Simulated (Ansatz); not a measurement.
Input for Ansatz (a first-principles code): R-PBE/def2-TZVPPD on N2 (SMILES N#N) with ghost functions, monomers drawn apart or pushed together. Files ending in .json are basis or fitting sets from the Basis Set Exchange.

Ansatz 0.2 input:
```yaml
crystal:
  periodic: [false, false, false]
  atoms:
    - {symbol: N, position_ang: [0.50565064, 0.47640010, -1.19338060]}
    - {symbol: N, position_ang: [0.49268073, 0.56277065, -0.10672647]}
basis:
  gaussian:
    orbitals: def2-TZVPPD.json
    ghost_atoms:
      - {symbol: O, position_ang: [0.14396125, 0.47963268, 4.83710051]}
      - {symbol: Si, position_ang: [-0.61908101, -0.81082748, 5.52511817]}
      - {symbol: H, position_ang: [0.22059247, 0.50385035, 3.87924013]}
      - {symbol: H, position_ang: [-2.02609131, -0.92746048, 5.06483819]}
      - {symbol: H, position_ang: [-0.58957949, -0.57708858, 6.98252275]}
      - {symbol: H, position_ang: [0.06764661, -2.08891475, 5.20891230]}
hamiltonian:
  xc: {name: PBE}
scf: {lower_state_search: off}
```

Output:

```
Functional definition: PBE
[...]
these checks for a lower state are left out or cut short: stability, starts, cluster_reference, orbital_swaps, neighbouring_geometries, increment
integrals: 0.12 GiB planned
1050 factors; their error is unknown
mean field: 0.85 GiB planned
mean field evaluation 1: about -2976.4777 eV, gradient 3.1e1 eV
mean field evaluation 2: about -2976.6253 eV, gradient 2.9e1 eV
mean field evaluation 4: about -2978.3532 eV, gradient 6.4e-2 eV
mean field evaluation 8: about -2978.3491 eV, gradient 1.9e-3 eV
mean field -2978.34910029 eV, -109.4523106380 hartree, gradient 4.5e-6 eV, S^2 0.000000; 0 other end points of the search recorded, 0 dependent functions left out
reference -2978.34912585 eV, -109.4523115773 hartree; 7, 7 occupied and 223, 223 virtual orbitals, 1050 factors
Total energy: -2978.34912585 eV, -109.4523115773 hartree
Checks for a lower state left out: stability, starts, cluster_reference, orbital_swaps, neighbouring_geometries, increment
```

The run converged.

Cost: about 1.0 core-seconds (a rough figure).
